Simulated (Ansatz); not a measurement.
Gas-phase electronic energies from Ansatz, PBE0-D4/def2-TZVP geometries. CCSD(T)/CBS is the MP2 limit (def2-TZVPP, def2-QZVPP) plus CCSD(T) − MP2 in def2-TZVPP, frozen cores. This one scheme is used for every species. DFT in def2-TZVPP. B3LYP here is the variant with VWN-RPA as its local correlation; programs differ in this. One conformer a species, not always the lowest.

Consider the formal exchange of groups at a B–S bond: `CB(S)C[SiH3]` + BH₃ → `BB(C)C[SiH3]` + H₂S.

`CB(S)C[SiH3]`:

Z-matrix (Å, degrees):
```
C
B 1 1.567
H 1 1.098 2 107.9
H 1 1.091 2 114.9 3 -119.5
H 1 1.094 2 111.7 3 116.1
S 2 1.801 1 122.1 3 100.6
C 2 1.559 1 121.5 3 -79.9
H 6 1.343 2 98.6 1 2.7
Si 7 1.883 2 110.3 1 -87.5
H 7 1.095 2 111.2 1 29.8
H 7 1.094 2 114.0 1 153.0
H 9 1.486 7 110.5 2 -66.3
H 9 1.488 7 110.5 2 53.8
H 9 1.488 7 110.2 2 173.4
```

BH₃:

Z-matrix (Å, degrees):
```
B
H 1 1.193
H 1 1.193 2 120.0
H 1 1.193 2 120.0 3 180.0
```

`BB(C)C[SiH3]`:

Cartesian coordinates in Å:
```
B 2.007 0.633 -0.203
B 0.552 0.232 0.477
C 0.503 -0.907 1.567
C -0.787 0.880 0.002
Si -1.505 -0.162 -1.395
H 2.696 1.496 0.271
H 2.463 0.082 -1.168
H 1.429 -1.054 2.127
H 0.322 -1.848 1.028
H -0.325 -0.791 2.273
H -0.684 1.884 -0.421
H -1.553 0.900 0.786
H -2.814 0.396 -1.828
H -0.586 -0.173 -2.564
H -1.718 -1.566 -0.952
```

H₂S:

Z-matrix (Å, degrees):
```
S
H 1 1.341
H 1 1.341 2 92.3
```

| level | ΔE (kJ/mol) | difference from CCSD(T)/CBS |
| --- | --- | --- |
| PBE-D4 | 91.2 | -8.9 |
| r2SCAN-D4 | 95.9 | -4.2 |
| PBE0-D4 | 95.0 | -5.1 |
| B3LYP-D4 | 96.5 | -3.6 |
| ωB97X-V | 96.7 | -3.4 |
| ωB97M-V | 98.7 | -1.4 |
| B2PLYP | 99.9 | -0.2 |
| PBE | 88.6 | -11.5 |
| r2SCAN | 95.4 | -4.7 |
| PBE0 | 92.7 | -7.4 |
| B3LYP | 92.0 | -8.1 |
| HF/def2-TZVPP | 100.7 | 0.6 |
| MP2/def2-TZVPP | 111.5 | 11.4 |
| SCS-MP2/def2-TZVPP | 108.2 | 8.1 |
| CCSD/def2-TZVPP | 98.9 | -1.2 |
| CCSD(T)/def2-TZVPP | 101.4 | 1.3 |
| HF/def2-QZVPP | 99.6 | -0.5 |
| MP2/def2-QZVPP | 110.3 | 10.2 |
| SCS-MP2/def2-QZVPP | 107.0 | 6.9 |
| HF/CBS(def2) | 99.4 | -0.7 |
| MP2/CBS(def2) | 110.1 | 10.0 |
| CCSD/CBS(def2) | 97.5 | -2.6 |
| CCSD(T)/CBS | 100.1 | 0 |

Largest T1 diagnostic among the species: 0.012.

From PBE to PBE0 (25 % exact exchange), in def2-TZVPP and without D4, ΔE moves by +4.1 kJ/mol. The D4 term adds +4.5 kJ/mol with B3LYP and +2.3 kJ/mol with PBE0; it sums over pairs of atoms, weighted by their polarisabilities, and B3LYP, whose exchange is more repulsive, gets the larger term.
